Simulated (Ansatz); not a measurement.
# Telling isomers of CHFInSi apart by their spectra

These gas-phase data were calculated for one isomer of CHFInSi at PBE0-D3(BJ)/def2-SVP (harmonic, unscaled wavenumbers; equilibrium rotational constants with average atomic masses):

```
rotational constants            : 40.61, 0.8437, 0.8265 GHz
all wavenumbers above 1500 cm⁻¹ : 3102
```

Candidates:

(1) `F/[Si]=[CH]/[In]`, a doublet
(2) `F[SiH]=[C][In]`, a doublet

Q: Which candidate do the data belong to?

A: Candidate (1). No mode falls between 2000 and 2380 cm⁻¹, where the Si–H stretch of (2) would stand.

The same quantities for all candidates:

```
     rotational constants (GHz)  wavenumbers above 1500 cm⁻¹  E above the lowest, PBE0-D3(BJ)/def2-SVP (kcal/mol)
(1)       40.61, 0.8437, 0.8265                         3102                                                  0.0
(2)        25.3, 0.7678, 0.7452                         2284                                                 15.4
```

Harmonic stretches to hydrogen usually lie a few per cent above observed fundamentals. Each candidate is one conformer. Open shells are spin-unrestricted. Atoms past krypton carry core potentials. Programs: Ansatz 0.2.0.
